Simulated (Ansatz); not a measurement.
Species: C2H5Cl2Si (charge 0, doublet). It need not be the lowest isomer of its formula. SMILES: [Si](Cl)(Cl)(C)[CH2]
Geometry from a B3LYP-D3(BJ)/def2-TZVP (Ansatz, a first-principles code) optimisation:
```xyz
10

C      1.4596    -1.4565     0.0710
Si    -0.0012    -0.3607     0.0408
C     -1.6087    -1.2585     0.2447
Cl     0.1901     1.0470     1.5463
Cl    -0.0206     0.6751    -1.7513
H      1.3757    -2.5299     0.1974
H      2.4686    -1.0772    -0.0362
H     -2.4438    -0.5582     0.2191
H     -1.6283    -1.7859     1.2003
H     -1.7408    -1.9844    -0.5599
```
Charge 0, spin multiplicity 2.

Wanted: atomisation energy (electronic, to ground-state atoms), in kcal/mol. Correlated levels leave the core frozen unless marked. Open shells are spin-unrestricted. No spin-orbit coupling. No relativistic terms. The coupled-cluster limit lacks core correlation, which all-electron functionals hold. Basis-set limits of correlation are two-point, X^-3; Hartree-Fock from the larger set. The bracket is a focal-point correction in the basis named.

```json
[
 {"level": "HF/STO-3G", "program": "Ansatz", "atomisation energy (kcal/mol)": "820.5"}
]
```

### Question
Predict the RI-MP2/CBS(cc-pV(T+d)Z,cc-pV(Q+d)Z)+[CCSD(T)-MP2]/cc-pV(T+d)Z result (Ansatz).

### Answer
862.6 kcal/mol
